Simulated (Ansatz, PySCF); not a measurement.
Molecule: SrF₂, charge 1, multiplicity 2. 
Geometry from a B3LYP-D3(BJ)/def2-TZVP (Ansatz, a program for electronic structure) optimisation:
```
F
F 1 2.0044
Sr 1 2.2164 2 63.12
```
Charge +1, spin multiplicity 2.

Total electronic energies in hartree. Cores are frozen in the correlated levels unless marked. UHF or UKS for open shells. No spin-orbit coupling. The frozen core is the preceding noble-gas configuration, with the filled d and f shells of earlier blocks. The outer core of K, Ca and their heavier congeners is not correlated, a term that matters for these elements. In def2 rows, elements after Kr have scalar-relativistic effective core potentials. 

The Hartree-Fock reference is unstable (checked in the largest basis), which strains HF and MP2. 

```csv
level,program,energy (Eh)
RI-HF/def2-QZVPP,Ansatz,(withheld)
BLYP-D3(BJ)/def2-TZVPD,Ansatz + dftd3,-230.23825
BLYP-D4/def2-TZVPD,Ansatz + dftd4,-230.23862
BP86-D3(BJ)/def2-TZVPD,PySCF + dftd3,-230.31464
TPSS-D4/def2-TZVPD,PySCF + dftd4,-230.29031
M06-L-D4/def2-TZVPD,PySCF + dftd4,(withheld)
r2SCAN-D4/def2-TZVPD,Ansatz + dftd4,(withheld)
B3LYP-D3(BJ)/def2-TZVPD,Ansatz + dftd3,-230.28017
PBE0/def2-TZVP,Ansatz,-230.06070
BHLYP/def2-TZVPD,Ansatz,-230.12815
TPSSh/def2-TZVPD,PySCF,-230.26105
CAM-B3LYP-D4/def2-TZVPD,Ansatz + dftd4,-230.19034
RPA@PBE/def2-QZVPP,Ansatz,-229.97050
RI-MP2/def2-QZVPP,Ansatz,-229.67168
```

Problem. Complete the blanks.

Solution. 
- RI-HF/def2-QZVPP, energy (Eh): -229.12406
- M06-L-D4/def2-TZVPD, energy (Eh): -230.25625
- r2SCAN-D4/def2-TZVPD, energy (Eh): -230.20845
